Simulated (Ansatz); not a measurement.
Reaction (redistribution): `OP[SiH3]` + `F[SiH](F)O[SiH2]S` → `OP([SiH3])S` + `F[SiH](F)O[SiH3]`

Gas-phase electronic energies from Ansatz, PBE0-D4/def2-TZVP geometries. CBS: MP2 limit from def2 TZ/QZ plus the TZ coupled-cluster correction, frozen cores. Each species was taken in one conformer, which may not be the lowest.

`OP[SiH3]`:

Z-matrix (Å, degrees):
```
Si
P 1 2.260
H 1 1.487 2 112.7
H 1 1.486 2 109.2 3 -121.7
H 1 1.488 2 106.5 3 120.4
O 2 1.666 1 99.0 3 45.3
H 2 1.427 1 92.7 3 -54.8
H 6 0.960 2 109.1 1 143.7
```

`F[SiH](F)O[SiH2]S`:

Cartesian coordinates in Å:
```
F -1.047 -2.490 0.558
Si -0.057 -1.819 -0.477
F -0.701 -2.003 -1.910
O 0.094 -0.263 -0.146
Si -0.265 1.325 0.027
S 1.410 2.434 0.707
H 1.234 -2.506 -0.430
H -0.605 1.895 -1.294
H -1.382 1.434 0.992
H 1.319 1.993 1.973
```

`OP([SiH3])S`:

```xyz
9

O    -1.509   -0.717   -1.078
P     0.116   -0.788   -0.817
Si    0.560    1.289    0.003
S     0.350   -1.679    1.084
H    -2.024   -0.397   -0.329
H    -0.236    1.551    1.236
H     0.178    2.279   -1.037
H     2.011    1.393    0.298
H     0.554   -2.932    0.640
```

`F[SiH](F)O[SiH3]`:

```xyz
9

F     1.539   -0.957   -1.625
Si    0.878   -1.274   -0.223
F     2.007   -1.071    0.866
O    -0.334   -0.267    0.050
Si   -0.981    1.233    0.241
H     0.423   -2.665   -0.202
H    -2.430    1.066    0.500
H    -0.772    2.024   -0.996
H    -0.331    1.910    1.389
```

```csv
species,CCSD(T)/CBS(def2) energy (Eh)
`OP[SiH3]`,-708.19371
`F[SiH](F)O[SiH2]S`,-1253.37132
`OP([SiH3])S`,-1105.99682
`F[SiH](F)O[SiH3]`,-855.55648
```

Question: Work out ΔE.

Answer: ΔE = (-1105.99682) + (-855.55648) − (-708.19371) − (-1253.37132) = 0.01173 Eh = +30.8 kJ/mol.

Largest T1 diagnostic among the species: 0.014.

From PBE to PBE0 (25 % exact exchange), in def2-TZVPP and without D4, ΔE moves by +5.6 kJ/mol. In def2-TZVPP, CCSD(T) changes the Hartree–Fock value by −8.7 kJ/mol (the triples alone add −3.4 kJ/mol) and MP2 by −11.8 kJ/mol.
